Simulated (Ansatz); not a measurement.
`C[S][Sn][Br]`, charge 0, multiplicity 1.

(1) Give a relaxed structure at PBE0-D4/def2-TZVP (Ansatz 0.2.0). (Best estimate.)

Results:

(1) Computed: 
Z-matrix (Å, degrees):
```
C
S 1 1.811
H 1 1.089 2 111.3
H 1 1.090 2 108.4 3 -120.7
H 1 1.090 2 108.3 3 120.7
Sn 2 2.410 1 111.1 3 1.4
Br 6 2.541 2 100.4 1 -0.1
```
Point group Cs.
